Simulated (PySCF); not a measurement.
C2H8N, SMILES CC[NH3+], charge +1.

Coordinates come from a B3LYP-D3(BJ)/def2-SVP optimisation. The isomer is the one that the SMILES or the coordinates give; other isomers of the formula were not compared.

Two levels are set side by side: PBE/def2-TZVPD (PySCF) and CAM-B3LYP/def2-TZVPD (PySCF). Same geometry, gas phase. Differences are taken from unrounded values.

```
quantity                     CAM-B3LYP
---------------------------  ---------
orbital gap (eV)                 12.19
highest occupied level (eV)     -16.71
lowest empty level (eV)          -4.52
mean polarisability (bohr³)       32.4
```

### Question
What does PBE give, and how far is it from CAM-B3LYP? (The exact figures need the calculation; the answer reports its results.)

### Answer

| quantity | PBE | PBE minus CAM-B3LYP |
|---|---|---|
| orbital gap (eV) | 7.71 | -4.48 |
| highest occupied level (eV) | -13.76 | 2.95 |
| lowest empty level (eV) | -6.05 | -1.53 |
| mean polarisability (bohr³) | 33.4 | 1.0 |

PBE's occupied levels lie high since its potential decays too fast outside the molecule; exact exchange lowers them and widens the gap. Loosely held outer electrons make PBE densities more polarisable. Differences between two approximate levels are no errors against the true value.

Rough cost on one machine, each run with all the roots and properties that it gave: CAM-B3LYP against PBE within a factor of 2.
